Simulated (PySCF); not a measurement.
Working out the ionisation energy of Mg⁺

Mg⁺ [Ne] 3s1 (2S) → Mg²⁺ [Ne] (1S). Computed with PySCF 2.14 in x2c-TZVPPall, with scalar relativity by spin-free X2C-1e. Frozen: 1s2. Energies in hartree (1 hartree = 27.21139 eV):

```csv
part,Mg⁺ (lower),Mg²⁺ (upper)
UHF,-199.669615,-199.128158
CCSD correlation,-0.167109,-0.161112
(T),-0.001163,-0.001017
```

Problem. What does Hartree-Fock give?

Solution. (-199.128158) − (-199.669615) = 0.541457 hartree = 14.734 eV.

Problem. What do CCSD and CCSD(T) give?

Solution. The CCSD correlation energies differ by 0.005997 hartree = 0.163 eV and the triples by 0.000146 hartree = 0.004 eV, so CCSD gives 14.897 eV and CCSD(T) 14.901 eV.

Measured between the centres of the two terms (NIST): 15.035 eV, so CCSD(T) (valence and next inner shell) is off by -0.134 eV.

What remains against the reference includes basis incompleteness, the frozen core and higher excitations.
